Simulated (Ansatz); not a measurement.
Relaxation of C3H12BNSi (18 atoms, charge 0, multiplicity 1), to a largest force component of 0.02 eV/Å in at most 50 steps.

The calculation used UKS BLYP-D4/STO-3G (Ansatz 0.2.0).

```xyz
18
Properties=species:S:1:pos:R:3:forces:R:3
B 1.512 -1.773 -1.221 -0.56 1.54 0.66
C 1.110 -0.668 -0.095 1.68 -1.70 0.04
C -0.065 0.289 -0.520 1.50 -0.50 0.47
N 0.509 1.222 -1.549 -2.28 4.10 0.99
C -0.527 1.095 0.691 -0.73 0.91 1.62
Si -1.592 0.107 1.884 -0.51 -0.10 0.91
H 0.666 -2.484 -1.605 -0.07 -0.45 -0.18
H 2.584 -1.738 -1.712 0.05 -0.33 0.03
H 0.838 -1.230 0.849 -0.13 0.29 -0.53
H 2.029 -0.077 0.168 -0.68 0.12 -0.09
H -0.897 -0.305 -0.887 -1.05 -0.84 -0.54
H 0.702 0.671 -2.384 0.25 -1.61 -2.28
H -0.414 1.847 -1.850 2.25 -1.40 0.35
H 0.304 1.545 1.284 0.04 -0.14 -0.58
H -1.167 1.928 0.366 -0.04 0.43 -0.33
H -2.152 1.018 2.925 0.30 -0.53 -0.61
H -0.778 -0.912 2.557 -0.28 0.13 -0.13
H -2.698 -0.524 1.151 0.26 0.09 0.22
```

Where does it end, and by what steps?

The run converged. The force dipped under the threshold on the way, but the program's further checks kept it going. Limits of this set-up: minimal basis. After 18 steps the energy has fallen by 0.548 eV; H7 moved furthest, 0.92 Å.

```csv
step,energy less start (eV),largest force component (eV/Å),accepted
0,0.0000,4.102,yes
1,-0.3380,1.351,yes
2,-0.4805,0.408,yes
3,-0.4846,0.308,yes
4,-0.5055,0.307,yes
5,-0.5168,0.086,yes
6,-0.5210,0.290,yes
7,-0.5310,0.297,yes
8,-0.3954,0.885,no
9,-0.5411,0.134,yes
10,-0.5433,0.087,yes
11,-0.5427,0.218,no
12,-0.5452,0.045,yes
13,-0.5466,0.033,yes
14,-0.5470,0.061,yes
15,-0.5472,0.018,yes
16,-0.5474,0.030,yes
17,-0.5474,0.040,yes
18,-0.5476,0.015,yes
```

```xyz
18
Properties=species:S:1:pos:R:3
B 1.559 -1.686 -1.266
C 1.048 -0.725 -0.129
C -0.098 0.285 -0.536
N 0.508 1.268 -1.577
C -0.626 1.136 0.682
Si -1.509 0.123 2.021
H 0.923 -1.876 -2.244
H 2.577 -2.272 -1.132
H 0.669 -1.393 0.686
H 1.887 -0.159 0.333
H -0.951 -0.306 -0.966
H 0.673 0.634 -2.436
H -0.353 1.823 -1.913
H 0.231 1.688 1.117
H -1.328 1.901 0.288
H -2.094 1.017 3.007
H -0.584 -0.773 2.696
H -2.569 -0.673 1.420
```

Time of the run: 2.9 min on 1 thread of Intel(R) Xeon(R) Platinum 8259CL CPU @ 2.50GHz (Skylake/Cascade Lake), on a shared host, peak memory 0.2 GiB.
